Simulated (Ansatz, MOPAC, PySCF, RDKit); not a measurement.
Pair of molecules: H2 (SMILES [H][H]) (first 2 atoms) with Si2H6 (SMILES [SiH3][SiH3]); geometry from B3LYP-D3(BJ)/def2-TZVP, rigid monomers moved along the line of their centres of mass till H2···Si4 is 4.05 Å.
(charge 0, multiplicity 1):
```xyz
10

H      0.557    -0.763     0.053
H     -0.098    -0.576    -0.247
Si     0.974    -0.008     4.194
Si    -1.175     0.593     3.474
H      1.772    -0.548     3.067
H      0.888    -1.046     5.251
H      1.678     1.174     4.748
H     -1.096     1.638     2.425
H     -1.959     1.126     4.615
H     -1.884    -0.585     2.920
```

Counterpoise-corrected where a basis set is named; no monomer relaxation. Rows marked so take none. RDKit's UFF carries no charges.

Cores are frozen in the correlated methods. Rows in 6-31G* carry no dispersion term and start afresh at each structure (6-31G* with six Cartesian d functions). MP2/6-31G* freezes PySCF's default core. The state that PM6 reach isn't checked.

Codes used: Ansatz (a first-principles code) with Gaussian orbitals; MOPAC for PM6 (differences of heats of formation); PySCF for 6-31G* rows; RDKit for the force fields. 

```json
[
 {"level": "UFF", "interaction energy (kcal/mol)": "-0.43"},
 {"level": "PM6", "interaction energy (kcal/mol)": "-0.13"},
 {"level": "HF/aug-cc-pV(D+d)Z", "interaction energy (kcal/mol)": "0.05"},
 {"level": "PBE/def2-TZVPPD", "interaction energy (kcal/mol)": "-0.23"},
 {"level": "PBE0/def2-TZVPPD", "interaction energy (kcal/mol)": "-0.18"},
 {"level": "wB97X-V/def2-TZVPPD", "interaction energy (kcal/mol)": "-0.38"},
 {"level": "wB97M-V/def2-TZVPPD", "interaction energy (kcal/mol)": "…"},
 {"level": "MP2/6-31G* (no counterpoise)", "interaction energy (kcal/mol)": "-0.13"},
 {"level": "MP2/aug-cc-pV(D+d)Z", "interaction energy (kcal/mol)": "…"}
]
```

**Question.** What belongs in the gaps?

**Answer.** 
- wB97M-V/def2-TZVPPD, interaction energy (kcal/mol): -0.34
- MP2/aug-cc-pV(D+d)Z, interaction energy (kcal/mol): -0.28
